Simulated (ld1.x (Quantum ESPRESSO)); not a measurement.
## erbium: TM pseudisation with PBEsol, fully relativistic reference atom.

- Element: Er
- Generator: ld1.x (Quantum ESPRESSO) 7.5
- Type: norm-conserving Troullier–Martins (Kleinman–Bylander form)
- Functional: PBEsol
- Relativity: fully relativistic
- Frozen core: [Kr] 4d10
- Valence charge: 22
- Reference configuration: 4f11 5s2 5p6 5d1 6s2 6p0
- Partial waves: 5s (bound): rc 1.55 bohr; 5d (bound): rc 2.65 bohr; 4f (bound): rc 1.15 bohr; 5p (bound): rc 1.90 bohr
- Local potential: the p channel
- Core correction: Bessel-smoothed model core inside 1.10 bohr

Open shells are filled in proportion to 2j + 1 (rel_dist='average').

Occupied shells without a wave of their own: 6s. They enter only through the test configuration that unscreens the potential, and ld1.x also counts them in the model core charge.

All-electron outer shells of the reference configuration (PBEsol, scalar-relativistic, ld1.x):

| shell | level (eV) | outermost node (bohr) | outermost maximum (bohr) |
| --- | --- | --- | --- |
| 4p | -321.71 | 0.27 | 0.49 |
| 4d | -172.49 | 0.25 | 0.51 |
| 5s | -56.05 | 0.60 | 1.10 |
| 5p | -29.77 | 0.65 | 1.26 |
| 4f | -9.51 | – | 0.51 |
| 6s | -4.43 | 1.49 | 3.18 |
| 5d | -2.11 | 0.73 | 1.88 |
| 6p | -1.31 | 1.81 | 4.40 |

(1) Is a potential produced?

Answers

(1) No. ld1.x (Quantum ESPRESSO) 7.5 stopped with "run_pseudo: Errors in PS-KS equation": the pseudo-atom solver did not find the valence states with the expected number of nodes, which is the usual sign of a ghost state. Before that it printed "Warning: n=2, l=0 expected 1 nodes, found 2".
